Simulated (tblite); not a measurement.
Compound: C7H17OP.
Atom-mapped SMILES: `[CH3:1][CH2:2][P@:3]([CH3:4])(=[O:5])[C:6]([CH3:7])([CH3:8])[CH3:9]` (hydrogens: H10, H11, H12 on C1; H13, H14 on C2; H15, H16, H17 on C4; H18, H19, H20 on C7; H21, H22, H23 on C8; H24, H25, H26 on C9)

Structure optimised with GFN2-xTB, isolated species.

Q: What internal coordinates does the optimisation give?

A: 
```
                   bond  length (pm)   order
                  C1–C2        152.1  single
                  C2–P3        185.0  single
                  P3–C4        183.7  single
                  P3=O5        146.9  double
                  P3–C6        187.3  single
    C6–C7, C6–C8, C6–C9        152.4  single
 C1–H10, C1–H11, C1–H12        108.8  single
                 C2–H13        109.0  single
                 C2–H14        109.2  single
 C4–H15, C4–H16, C4–H17        108.7  single
C7–H18 and 8 like bonds        108.9  single
```

Bonds in one row agree within 1 pm and their mean is given. Orders are formal, as drawn. A selection of angles:
```
   angle  degrees
C1–C2–P3    108.9
C2–P3–C4    104.4
C2–P3–O5    112.7
C2–P3–C6    107.4
C4–P3–O5    112.0
C4–P3–C6    107.4
O5–P3–C6    112.4
P3–C6–C7    106.0
P3–C6–C8    113.2
C7–C6–C8    110.8
C7–C6–C9    109.8
```

Dihedral angles: C1–C2–P3–C4 72° (synclinal); C2–P3–C6–C7 -174° (antiperiplanar).

The C–P distances run from 1.837 Å (P3–C4, drawn single) to 1.873 Å (P3–C6, drawn single), a spread of 0.036 Å. Of the pairs four or more bonds apart, O5···H25 is among the closest relative to their van der Waals radii: 2.64 Å, 97 % of the sum of Bondi's values. P3 (phosphoryl phosphorus) is distorted tetrahedral (angles from 104.4° to 112.7°).

Point group: C1 (no symmetry element, even within 0.4 Å). Its GFN2-xTB frequencies are all real (lowest 18 cm⁻¹). The numbers are those of one conformer.

The numbers are calculated, not measured.
